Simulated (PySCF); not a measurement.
Identify the compound

An unknown has the formula C₃H₉F₂PSi. Its calculated NMR data are:

1H NMR (300 MHz, computed): δ 0.29 (m, 9H).

13C{1H} NMR (computed): δ -4.6 (CH3).

PySCF calculation with coordinates at the GFN2-xTB level and GIAO PBE0/pcSseg-1 shieldings; a single conformation, averaged over atoms made equivalent by symmetry, fast rotation or ring inversion, gas phase, no relativistic terms.

Shifts are taken against calculated references (same method and geometry level): 1H, 13C against TMS.

Task: What is the structure?

Result: 
1. 1 carbon signal for 3 carbons: some carbons are equivalent by symmetry or fast rotation.
2. Carbon types of the structure: 3 × CH3, which accounts for all hydrogens.
3. δC -4.6: methyl carbon bonded to Si; an electropositive neighbour leaves it electron-rich and shielded.
4. δH 0.29: hydrogen on a methyl carbon bonded to Si; an electropositive neighbour shields it, as in TMS itself.

These data were computed for `C[Si](C)(C)P(F)F`.

This is the structure that produced the data.

Splittings by 19F and 31P in the carbon and heteronuclear signals aren't shown, as no couplings were computed. Shifts are as computed. Against solution values, carbons near 30 ppm lie about +3 ppm off and those near 130 ppm about +5 ppm. Of 1211 compounds with measured shifts, 218 miss one by over three times the rms of a fit or turn the order of signals round; such compounds aren't used in these exercises.
